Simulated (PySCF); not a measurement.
Mg(H)(SeH) (H₂MgSe), SMILES [MgH][SeH].

Coordinates come from a PBE-D3(BJ)/def2-TZVP optimisation.

The numbers are results of M06-2X/def2-TZVPD run with PySCF, not measurements.

Isolated molecule, no solvent.

```json
{
 "total_energy": "-2602.85628 hartree",
 "point_group": "Cs",
 "highest_occupied_level": "-7.88 eV",
 "lowest_empty_level": "-0.68 eV",
 "orbital_gap": "7.20 eV",
 "dipole_moment": "1.16 D",
 "quadrupole, principal values (traceless, Buckingham form, about the centre of nuclear charge)": "-10.60, 1.97, 8.62 D·Å",
 "mean_static_polarisability": "62.0 bohr³ (9.19 Å³)",
 "polarisability_principal_values": "52.8, 54.9, 78.4 bohr³"
}
```
